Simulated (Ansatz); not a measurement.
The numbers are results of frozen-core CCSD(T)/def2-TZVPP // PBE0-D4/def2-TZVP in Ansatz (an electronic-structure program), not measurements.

Ansatz 0.2 input:
```yaml
crystal:
  periodic: [false, false, false]
  atoms:
    - { symbol: O, position_ang: [2.623053, -0.165806, 0.438346] }
    - { symbol: Si, position_ang: [1.340855, -0.259829, -0.596845] }
    - { symbol: C, position_ang: [-0.155163, 0.640311, 0.003251] }
    - { symbol: C, position_ang: [-1.506875, 0.211773, -0.517457] }
    - { symbol: C, position_ang: [-1.14521, -0.069596, 0.897481] }
    - { symbol: H, position_ang: [2.480332, -0.464329, 1.337387] }
    - { symbol: H, position_ang: [1.850702, 0.299628, -1.87242] }
    - { symbol: H, position_ang: [0.910963, -1.676691, -0.798961] }
    - { symbol: H, position_ang: [-0.048521, 1.705598, 0.186244] }
    - { symbol: H, position_ang: [-2.234172, 0.988693, -0.716996] }
    - { symbol: H, position_ang: [-1.547795, -0.624117, -1.207329] }
    - { symbol: H, position_ang: [-1.625213, 0.513351, 1.673868] }
    - { symbol: H, position_ang: [-0.942959, -1.098988, 1.17343] }
basis:
  gaussian: { orbitals: def2-TZVPP }
correlation:
  method: ccsd_t
```

Output:

```
Functional definition: HF
1622 factors; integrals over basis functions are off by at most 9.8e-4 eV
mean field evaluation 1: about -13115.3815 eV, gradient 4.6e1 eV
mean field evaluation 2: about -13115.6542 eV, gradient 4.6e1 eV
mean field evaluation 4: about -13120.3725 eV, gradient 4.3e0 eV
mean field evaluation 8: about -13120.4385 eV, gradient 2.4e-1 eV
mean field evaluation 16: about -13115.3787 eV, gradient 4.6e1 eV
mean field -13120.43876148 eV, -482.1672311316 hartree, gradient 1.3e-6 eV, S^2 0.000000; 0 other end points of the search recorded, 0 dependent functions left out
9 core orbitals not correlated
reference -13120.43876148 eV, -482.1672311316 hartree; 15, 15 occupied and 254, 254 virtual orbitals, 1622 factors
second order -23.77032963 eV of doubles, -0.00000000 eV of singles
cycle   1  -24.26186452 eV  change   -4.9e-1 eV  update   9.7e-2
cycle   2  -24.83544583 eV  change   -5.7e-1 eV  update   2.7e-2
cycle   3  -24.93943103 eV  change   -1.0e-1 eV  update   1.2e-2
cycle   4  -24.93197750 eV  change    7.5e-3 eV  update   2.6e-3
cycle   5  -24.93213030 eV  change   -1.5e-4 eV  update   1.1e-3
cycle   6  -24.93253317 eV  change   -4.0e-4 eV  update   2.8e-4
cycle   7  -24.93240009 eV  change    1.3e-4 eV  update   1.1e-4
cycle   8  -24.93236493 eV  change    3.5e-5 eV  update   3.3e-5
perturbative correction -0.98174927 eV, -0.0360786203 hartree
Total energy: -13146.35287568 eV, -483.1195572632 hartree
```

Cost: around 18 core-minutes (rough).
